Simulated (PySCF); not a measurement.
**Computed vibrations of CeSF**

CeSF (singlet in the valence; each metal's 4f electrons, 1 of them, lie in its core potential, out of spins and levels). PySCF 2.14.0, RKS PBE0, Ce lcecp-1-SVP with ECP47, S def2-SVP, F def2-SVP; non-relativistic Hamiltonian with scalar-relativistic core potentials where named; density fitting; no spin-orbit coupling. Central differences of gradients.

```xyz
3

Ce   -0.1683    0.0000   -0.3474
S     1.8411    0.0000    0.9886
F    -1.8590    0.0000    0.8947
```

Run from Python with OMP_NUM_THREADS=2. Where DIIS fails, smearing, a level shift and second-order steps follow.
It took 15 s on 2 threads of Arm Neoverse V2, on a shared host.

(1) What are the harmonic wavenumbers and infrared intensities?

(2) Is this a minimum?

An lcecp potential fixes the number of 4f electrons, so in runs with it no electron can move into or out of that shell.

Answers

(1) Modes are labelled in Cs; negative numbers are unstable modes, those under 60 cm⁻¹ near the noise; a finer grid moves soft modes by up to 10 cm⁻¹.
```tsv
cm⁻¹	km/mol	symmetry
125	7.8	a'
444	81.1	a'
555	122.2	a'
```

(2) Yes. Ideal gas at 298.15 K and 1 bar: S = 308.0 J/(mol K), Cp = 51.8 J/(mol K), H − H(0 K) = 12.9 kJ/mol (rigid rotor, harmonic modes, spin degeneracy alone, that of the 4f electrons in the core included).
